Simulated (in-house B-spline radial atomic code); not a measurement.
Be. Computed with a B-spline radial atomic code. Model: non-relativistic spherical atom: semilocal Troullier-Martins pseudo-atom, one channel per l, against all electrons, high spin, G0W0 and RPA with empty states to l = 8, local potential for every l without a channel, a model core (radius 0 = none) keeps its share of the functional.

What the tables leave out is listed at the end.

The pseudopotential gives back the lowest level of each angular momentum of its own functional in the configuration it was made in; a second state of the same l is only approximately right. Exact exchange, RPA and GW see the smooth pseudo-orbitals and miss the exchange with the core, for which the functional's share stands in. The column with an uncorrelated core keeps all orbitals and exact exchange, and so separates missing core correlation from pseudisation. Only the three outermost levels and the lowest empty one were computed. RPA here is direct RPA, with no exchange kernel, and its energies carry an (l + 1/2)⁻⁴ tail. A hybrid on a potential with a model core restores only its own semilocal share of the core's exchange.

Command:
```bash
python run_psgw.py task.json out
```
Settings (lengths in bohr, energies in hartree):
```
Z                      4
electrons              4
configuration          [He] 2s2
generated_in           [He] 2s2
functional             pbe,pbe
core_shells            1
radius_factor          1
core_correction        False
ion_configuration      [He] 2s1
```

Cost of the run: 21 s on 1 thread of Arm Neoverse N1, on a shared host.

Given: made with PBE; model core radius 0 bohr; local radius 2.094 bohr; mean-field start PBE.

Valence shells of the generating configuration: 2s.

Channel: s 2.04, p 2.4 (radii in bohr).

Computed: largest level miss in the spin-unpolarised generating configuration 0.001 eV; valence RPA correlation energy all-electron orbitals -0.088271 hartree; valence RPA correlation energy pseudo -0.09227 hartree; all-electron RPA polarisability, core included 31.764 bohr³; pseudo-atom RPA polarisability 31.658 bohr³; ionisation by mean-field all-electron 8.9969 eV; ionisation by mean-field pseudo minus all -0.133 eV.

| level | occupied | mean-field all-electron (eV) | mean-field pseudo minus all (eV) | G0W0 all-electron (eV) | G0W0 uncorrelated core minus all (eV) | G0W0 pseudo minus all (eV) | exchange self-energy all-electron (eV) | exchange self-energy pseudo (eV) |
| --- | --- | --- | --- | --- | --- | --- | --- | --- |
| 2s | 1 | -5.6088 | -0.001 | -8.9502 | 0.043 | -0.065 | -10.335 | -9.4832 |

What is the ionisation by RPA all-electron?

9.6175 eV.

What is the ionisation by RPA pseudo minus all?

0.049 eV.

Given: mean-field start PBE0.

Computed: valence RPA correlation energy pseudo -0.076284 hartree; pseudo-atom RPA polarisability 26.909 bohr³; ionisation by mean-field all-electron 8.9712 eV; ionisation by mean-field pseudo minus all -0.08 eV; ionisation by RPA all-electron 9.3925 eV; ionisation by RPA pseudo minus all 0.043 eV.

| level | occupied | mean-field all-electron (eV) | mean-field pseudo minus all (eV) | G0W0 all-electron (eV) | G0W0 uncorrelated core minus all (eV) | G0W0 pseudo minus all (eV) | exchange self-energy all-electron (eV) | exchange self-energy pseudo (eV) |
| --- | --- | --- | --- | --- | --- | --- | --- | --- |
| 2s | 1 | -6.4924 | 0.001 | -9.1518 | 0.047 | -0.061 | -10.284 | -9.4946 |

What is the valence RPA correlation energy all-electron orbitals?

-0.072967 hartree.

What is the all-electron RPA polarisability, core included?

27.016 bohr³.

Given: mean-field start Hartree-Fock.

Computed: valence RPA correlation energy all-electron orbitals -0.049251 hartree; valence RPA correlation energy pseudo -0.051298 hartree; all-electron RPA polarisability, core included 20.345 bohr³; pseudo-atom RPA polarisability 19.977 bohr³; ionisation by RPA all-electron 8.9983 eV; ionisation by RPA pseudo minus all 0.03 eV.

| level | occupied | mean-field all-electron (eV) | mean-field pseudo minus all (eV) | G0W0 all-electron (eV) | G0W0 uncorrelated core minus all (eV) | G0W0 pseudo minus all (eV) | exchange self-energy all-electron (eV) | exchange self-energy pseudo (eV) |
| --- | --- | --- | --- | --- | --- | --- | --- | --- |
| 2s | 1 | -8.4157 | -0.043 | -9.2033 | 0.047 | -0.033 | -10.029 | -9.4055 |

What is the ionisation by mean-field pseudo minus all?

0.037 eV.

What is the ionisation by mean-field all-electron?

8.0426 eV.

Among the listed levels the largest G0W0 shift of the pseudo-atom is -0.07 eV, for 2s on the PBE start, while leaving the core uncorrelated moves that level by +0.04 eV. The rest, -0.11 eV, comes from pseudisation and the lost core exchange. Not in the tables (levels of low weight, unsolved or above zero; the highest and the empty levels are kept at any weight): on PBE the G0W0 levels 2p (pseudo minus all -0.07 eV, weights 0.83 and 0.83); on PBE0 the G0W0 levels 2p (pseudo minus all -0.04 eV, weights 0.90 and 0.90).
